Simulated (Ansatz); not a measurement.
The lowest singlet and triplet of CH3N (SMILES C=N); geometries from B3LYP-D3(BJ)/def2-TZVP, each state relaxed from the structure named, with no frequency check.
Singlet (charge 0, multiplicity 1):
```xyz
5

C     -0.5574     0.1786     0.0105
N      0.6030    -0.3199    -0.0120
H     -1.4180    -0.4908     0.0213
H     -0.7786     1.2508     0.0202
H      1.3198     0.4081    -0.0201
```
Triplet (charge 0, multiplicity 3):
```
atom    x (Å)    y (Å)    z (Å)
----  -------  -------  -------
C     -0.6012   0.1181  -0.2142
N      0.6486  -0.1339   0.2795
H     -1.2983  -0.7182  -0.2436
H     -1.0281   1.0971  -0.0005
H      1.3938  -0.1503  -0.4268
```

```json
[
 {"level": "R-HF/cc-pVDZ", "gap E(singlet) − E(triplet), adiabatic (eV)": "-1.813", "cost": "-"},
 {"level": "R-HF/cc-pVTZ", "gap E(singlet) − E(triplet), adiabatic (eV)": "-1.826", "cost": "-"},
 {"level": "R-HF/cc-pVQZ", "gap E(singlet) − E(triplet), adiabatic (eV)": "-1.829", "cost": "-"},
 {"level": "U-HF/cc-pVQZ", "gap E(singlet) − E(triplet), adiabatic (eV)": "-1.829", "cost": "-"},
 {"level": "R-SVWN5/def2-TZVPP", "gap E(singlet) − E(triplet), adiabatic (eV)": "-2.967", "cost": "×0.6"},
 {"level": "U-SVWN5/def2-TZVPP", "gap E(singlet) − E(triplet), adiabatic (eV)": "-2.967", "cost": "×0.7"},
 {"level": "R-PBE/def2-TZVPP", "gap E(singlet) − E(triplet), adiabatic (eV)": "-2.740", "cost": "×1"},
 {"level": "U-PBE/def2-TZVPP", "gap E(singlet) − E(triplet), adiabatic (eV)": "-2.740", "cost": "×1"},
 {"level": "R-r2SCAN/def2-TZVPP", "gap E(singlet) − E(triplet), adiabatic (eV)": "-2.480", "cost": "×2"},
 {"level": "U-r2SCAN/def2-TZVPP", "gap E(singlet) − E(triplet), adiabatic (eV)": "-2.480", "cost": "×2"},
 {"level": "R-B3LYP/def2-TZVPP", "gap E(singlet) − E(triplet), adiabatic (eV)": "-2.729", "cost": "×1"},
 {"level": "R-PBE0/def2-TZVPP", "gap E(singlet) − E(triplet), adiabatic (eV)": "-2.638", "cost": "×1"},
 {"level": "U-PBE0/def2-TZVPP", "gap E(singlet) − E(triplet), adiabatic (eV)": "-2.638", "cost": "×1"},
 {"level": "R-BHLYP/def2-TZVPP", "gap E(singlet) − E(triplet), adiabatic (eV)": "-2.562", "cost": "×1"},
 {"level": "U-wB97M-V/def2-TZVPP", "gap E(singlet) − E(triplet), adiabatic (eV)": "-2.895", "cost": "×4"},
 {"level": "U-B2PLYP/def2-TZVPP", "gap E(singlet) − E(triplet), adiabatic (eV)": "-2.859", "cost": "×2"},
 {"level": "R-MP2/cc-pVDZ", "gap E(singlet) − E(triplet), adiabatic (eV)": "-3.072", "cost": "-"},
 {"level": "U-MP2/cc-pVDZ", "gap E(singlet) − E(triplet), adiabatic (eV)": "-3.072", "cost": "-"},
 {"level": "U-MP2/cc-pVTZ", "gap E(singlet) − E(triplet), adiabatic (eV)": "-3.172", "cost": "-"},
 {"level": "R-SCS-MP2/cc-pVDZ", "gap E(singlet) − E(triplet), adiabatic (eV)": "-3.066", "cost": "-"},
 {"level": "R-SCS-MP2/cc-pVTZ", "gap E(singlet) − E(triplet), adiabatic (eV)": "-3.182", "cost": "-"},
 {"level": "R-SCS-MP2/cc-pVQZ", "gap E(singlet) − E(triplet), adiabatic (eV)": "-3.231", "cost": "-"},
 {"level": "U-SCS-MP2/cc-pVQZ", "gap E(singlet) − E(triplet), adiabatic (eV)": "-3.231", "cost": "-"},
 {"level": "R-CCSD/cc-pVDZ", "gap E(singlet) − E(triplet), adiabatic (eV)": "-2.808", "cost": "-"},
 {"level": "U-CCSD/cc-pVDZ", "gap E(singlet) − E(triplet), adiabatic (eV)": "-2.808", "cost": "-"},
 {"level": "U-CCSD/cc-pVQZ", "gap E(singlet) − E(triplet), adiabatic (eV)": "-2.868", "cost": "-"},
 {"level": "U-CCSD(T)/cc-pVDZ", "gap E(singlet) − E(triplet), adiabatic (eV)": "-2.898", "cost": "×2"},
 {"level": "R-CCSD(T)/cc-pVTZ", "gap E(singlet) − E(triplet), adiabatic (eV)": "-2.957", "cost": "×6"},
 {"level": "U-CCSD(T)/cc-pVTZ", "gap E(singlet) − E(triplet), adiabatic (eV)": "-2.957", "cost": "×9"},
 {"level": "U-CCSD(T)/cc-pVQZ", "gap E(singlet) − E(triplet), adiabatic (eV)": "-2.980", "cost": "×70"},
 {"level": "R-CCSDT/cc-pVDZ", "gap E(singlet) − E(triplet), adiabatic (eV)": "-2.888", "cost": "-"},
 {"level": "R-CCSDT(Q)/cc-pVDZ", "gap E(singlet) − E(triplet), adiabatic (eV)": "-2.900", "cost": "×20"},
 {"level": "SA-CASSCF(4,3)/cc-pVDZ", "gap E(singlet) − E(triplet), adiabatic (eV)": "-2.907", "cost": "-"},
 {"level": "SA-CASSCF(4,3)/cc-pVTZ", "gap E(singlet) − E(triplet), adiabatic (eV)": "-2.996", "cost": "-"},
 {"level": "SA-CASSCF(4,3)/cc-pVQZ", "gap E(singlet) − E(triplet), adiabatic (eV)": "-3.002", "cost": "-"},
 {"level": "SC-NEVPT2 on SA-CASSCF(4,3)/cc-pVTZ", "gap E(singlet) − E(triplet), adiabatic (eV)": "-3.226", "cost": "-"},
 {"level": "SC-NEVPT2 on SA-CASSCF(4,3)/cc-pVQZ", "gap E(singlet) − E(triplet), adiabatic (eV)": "-3.253", "cost": "-"},
 {"level": "FIC-NEVPT4(SD) on SA-CASSCF(4,3)/cc-pVDZ", "gap E(singlet) − E(triplet), adiabatic (eV)": "-2.952", "cost": "-"},
 {"level": "FIC-NEVPT4(SD) on SA-CASSCF(4,3)/cc-pVTZ", "gap E(singlet) − E(triplet), adiabatic (eV)": "-3.017", "cost": "-"},
 {"level": "FIC-MRCISD+Q on SA-CASSCF(4,3)/cc-pVTZ", "gap E(singlet) − E(triplet), adiabatic (eV)": "-3.001", "cost": "-"}
]
```

The rows run from -3.253 (SC-NEVPT2 on SA-CASSCF(4,3)/cc-pVQZ) to -1.813 eV (R-HF/cc-pVDZ). In cc-pVQZ the value moves U-HF -1.829, U-CCSD -2.868, U-CCSD(T) -2.980, a shift of -1.151 from U-HF to U-CCSD(T). From cc-pVDZ to cc-pVQZ U-CCSD(T) changes by -0.082. The 6 U-functionals in def2-TZVPP without D3 or D4 span 0.488, from U-SVWN5 to U-r2SCAN.

A positive gap puts the triplet lower; no zero-point energy. R- takes a restricted singlet. U- takes an unrestricted singlet (broken symmetry where lower, unprojected). The triplet is unrestricted in single-reference levels. Active spaces average the two states.

Frozen-core correlation.

Codes used: Ansatz (Gaussian orbitals). Values without a source in brackets are computed.

Costs are rough ratios of core time to R-PBE/def2-TZVPP (about 2.6 s over the structures, on one shared machine); a dash marks a level with no comparable run of its own.

Ansatz is a program for electronic structure.
